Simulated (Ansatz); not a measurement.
Molecule: sum formula SiN3H5F (charge 0, doublet). It need not be the lowest isomer of its formula. 
Geometry from a B3LYP-D3(BJ)/def2-TZVP (Ansatz, a first-principles code) optimisation:
SMILES: [Si](F)(N)(N)[NH]
```xyz
10

Si     0.0386    -0.0061     0.0172
F     -0.1452    -0.7393     1.4292
N      1.5560    -0.5818    -0.5980
N     -0.0243     1.6930     0.1123
N     -1.2717    -0.5499    -0.9276
H      2.0217     0.0365    -1.2641
H     -0.8224     2.1580     0.5178
H      0.8163     2.2340     0.2360
H     -1.4955    -0.1076    -1.8041
H     -1.5738    -1.5107    -0.8962
```
Charge 0, spin multiplicity 2.

Basis-set convergence of Hartree-Fock and CCSD(T) correlation energies (hartree) with Ansatz. Cores are frozen in the correlated levels unless marked. UHF or UKS for open shells. No spin-orbit coupling. No relativistic terms.

```
basis        functions       E(HF)  E(corr, CCSD(T))
-----------  ---------  ----------  ----------------
cc-pV(D+d)Z        104  -554.76589          -0.80911
cc-pV(T+d)Z        229         [?]               [?]
```

Question: Fill in the missing entries.

Answer: 
- cc-pV(T+d)Z, E(HF): -554.88822
- cc-pV(T+d)Z, E(corr, CCSD(T)): -1.03028
